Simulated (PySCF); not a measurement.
A structure optimised at r2SCAN-D4/def2-SVP, used in a PySCF frequency run:

```xyz
15

Si     1.9968     0.0115     0.0000
N      0.2659     0.0405     0.0000
C     -0.5584    -0.0446     1.2062
C     -1.9586     0.0277     0.6688
C     -1.9586     0.0277    -0.6688
C     -0.5584    -0.0446    -1.2062
H      2.4768     0.7128     1.2301
H      2.4768     0.7128    -1.2301
H      2.6126    -1.3599     0.0000
H     -0.3381     0.7805     1.9158
H     -0.4105    -0.9883     1.7804
H     -2.8410     0.0540     1.3129
H     -2.8410     0.0540    -1.3129
H     -0.4105    -0.9883    -1.7804
H     -0.3381     0.7805    -1.9158
```

**Question.** Write its SMILES, formula and point group.

**Answer.** [SiH3]N1CC=CC1, C₄H₉NSi, Cs

**Question.** What are its rotational constants (standard atomic weights)?

**Answer.** 7.0002, 1.9828, 1.6058 GHz
